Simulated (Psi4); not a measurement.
## Exact exchange and the dipole moment of BrF (bromine fluoride)

BrF has 2 atoms, charge 0, and is taken as a singlet. As SMILES, `FBr`. The coordinates come from a PBE0-D4/def2-TZVP relaxation.

The dipole moment y, in D, basis cc-pVTZ; a is the functional's share of exact exchange. Programs: Psi4 1.11.

| functional | program | a | y (D) |
| --- | --- | --- | --- |
| r2SCAN | Psi4 | 0 | 1.24 |
| BLYP | Psi4 | 0 | 1.26 |
| B3LYP | Psi4 | 0.2 | 1.38 |
| PBE0 | Psi4 | 0.25 | ? |
| BHLYP | Psi4 | 0.5 | 1.53 |

Task: Fit y = c + s·a to the known rows and predict PBE0.

Result: 
1. Means of the 4 rows: a = 0.1750, y = 1.353.
2. Σ(Δa)² = 0.1675, Σ(Δa·Δy) = 0.09425, so the slope is 0.09425/0.1675 = 0.56269.
3. Intercept: 1.353 − (0.56269) × 0.1750 = 1.255. The largest residual of the fit is 0.015.
4. PBE0: 1.255 + (0.56269) × 0.25 = 1.40 D.

The run gave 1.35 D, so the prediction is off by +0.05 D, more than the largest residual. More exact exchange makes the molecule more polar here. The rows mix families of semi-local functionals, which the line can't see. The measured value is 1.42 D (NIST CCCBDB).
